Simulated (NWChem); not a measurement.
System: WNHOF₂; SMILES [NH]=[W]([F])(=[O])[F]

Input file for NWChem:

```
start job
memory heap 200 mb stack 900 mb global 1100 mb
geometry units angstroms noautoz
  W     -0.044781     0.056237     0.000000
  O      1.542916    -0.538986     0.000000
  N     -1.112372    -1.313733     0.000000
  H     -1.270571    -2.317699     0.000000
  F     -0.343017     0.994849    -1.586886
  F     -0.343017     0.994849     1.586886
end
basis spherical
  W library def2-svp
  O library def2-svp
  N library def2-svp
  H library def2-svp
  F library def2-svp
end
ecp
  W library def2-ecp
end
dft
  xc bhlyp
  iterations 150
  vectors input atomic output neutral.movecs
end
task dft energy
charge 1
dft
  odft
  mult 2
  vectors input atomic output cation.movecs
end
task dft energy
```

Output (shortened):

```
             Northwest Computational Chemistry Package (NWChem) 7.3.0
             --------------------------------------------------------

 CS  symmetry detected

                             Geometry "geometry" -> ""
                             -------------------------

 Output coordinates in angstroms (scale by  1.889725989 to convert to a.u.)

  No.       Tag          Charge          X              Y              Z
 ---- ---------------- ---------- -------------- -------------- --------------
    1 W                   74.0000    -0.00426977     0.01200475     0.00000000
    2 O                    8.0000    -0.92910931     1.43318174     0.00000000
    3 N                    7.0000    -1.11061680    -1.32686216     0.00000000
    4 H                    1.0000    -2.05652198    -1.69866591     0.00000000
    5 F                    9.0000     0.97664873    -0.07595026    -1.58688600
    6 F                    9.0000     0.97664873    -0.07595026     1.58688600

 Effective nuclear repulsion energy (a.u.)     815.4929954998

      Symmetry information
      --------------------

 Group name             Cs
 Group number              2
 Group order               2
 No. of unique centers     5

                                 NWChem DFT Module
                                 -----------------

 Summary of "ao basis" -> "ao basis" (spherical)
 ------------------------------------------------------------------------------
       Tag                 Description            Shells   Functions and Types
 ---------------- ------------------------------  ------  ---------------------
 W                          def2-svp                12       32   6s3p2d1f
 O                          def2-svp                 6       14   3s2p1d
 N                          def2-svp                 6       14   3s2p1d
 H                          def2-svp                 3        5   2s1p
 F                          def2-svp                 6       14   3s2p1d

      Symmetry analysis of basis
      --------------------------

        a'         60
        a"         33

            General Information
            -------------------
          SCF calculation type: DFT
          Wavefunction type:  closed shell.
          No. of atoms     :     6
          No. of electrons :    48
           Alpha electrons :    24
            Beta electrons :    24
          Charge           :     0
          Spin multiplicity:     1
          Use of symmetry is: on ; symmetry adaption is: on
          Maximum number of iterations: 150
          AO basis - number of functions:    93
                     number of shells:    39
          Convergence on energy requested:  1.00D-06
          Convergence on density requested:  1.00D-05
          Convergence on gradient requested:  5.00D-04

              XC Information
              --------------
                        BHLYP Method XC Functional
                     Hartree-Fock (Exact) Exchange  0.500
                        Slater Exchange Functional  0.500 local
                    Becke 1988 Exchange Functional  0.500 non-local
              Lee-Yang-Parr Correlation Functional  1.000

             Grid Information
             ----------------
          Grid used for XC integration:  medium
          Radial quadrature: Mura-Knowles
          Angular quadrature: Lebedev.
          Tag              B.-S. Rad. Rad. Pts. Rad. Cut. Ang. Pts.
          ---              ---------- --------- --------- ---------
          W                   1.35      123           9.0       590
          O                   0.60       49          10.0       434
          N                   0.65       49           8.0       434
          H                   0.35       45          11.0       434
          F                   0.50       49          10.0       434
          Grid pruning is: on
          Number of quadrature shells:   315
          Spatial weights used:  Erf1

      Superposition of Atomic Density Guess
      -------------------------------------

 Sum of atomic energies:        -401.19625369

      Non-variational initial energy
      ------------------------------

 Total energy =    -394.373570
 1-e energy   =   -1004.507863
 2-e energy   =     390.297573
 HOMO         =      -0.377105
 LUMO         =      -0.010472

      Symmetry analysis of molecular orbitals - initial
      -------------------------------------------------

  Numbering of irreducible representations:

     1 a'          2 a"

  Orbital symmetries:

     1 a'          2 a"          3 a'          4 a'          5 a'
     6 a'          7 a'          8 a"          9 a'         10 a"
    11 a'         12 a'         13 a'         14 a"         15 a"
    16 a'         17 a'         18 a"         19 a'         20 a"
    21 a'         22 a'         23 a"         24 a'         25 a'
    26 a'         27 a"         28 a'         29 a"         30 a'
    31 a'         32 a"         33 a'         34 a'

   convergence    iter        energy       DeltaE   RMS-Dens  Diis-err
 ---------------- ----- ----------------- --------- --------- ---------
 d= 0,ls=0.0,diis     1   -396.5282123402 -6.16D+02  4.25D-02  3.77D+00
 d= 0,ls=0.0,diis     2   -393.7439362100  2.78D+00  3.14D-02  3.20D+01
 d= 0,ls=0.0,diis     3   -396.9267476748 -3.18D+00  4.73D-03  4.39D-01
 d= 0,ls=0.0,diis     4   -396.9565306978 -2.98D-02  1.82D-03  1.08D-01
 d= 0,ls=0.0,diis     5   -396.9653530165 -8.82D-03  6.63D-04  1.12D-02
  Resetting Diis
 d= 0,ls=0.0,diis     6   -396.9665266282 -1.17D-03  1.65D-04  5.72D-04
 d= 0,ls=0.0,diis     7   -396.9665926839 -6.61D-05  6.23D-05  1.97D-05
 d= 0,ls=0.0,diis     8   -396.9665924691  2.15D-07  3.74D-05  3.45D-05
 d= 0,ls=0.0,diis     9   -396.9665955647 -3.10D-06  1.55D-05  4.21D-06
 d= 0,ls=0.0,diis    10   -396.9665960756 -5.11D-07  8.33D-06  2.47D-07

[...]
```

Level: BHandHLYP/def2-SVP with def2 effective core potentials on W, vertical spin-unrestricted ions. Coordinates come from a PBE0/def2-SVP optimisation. def2 effective core potentials on W; no spin-orbit coupling.
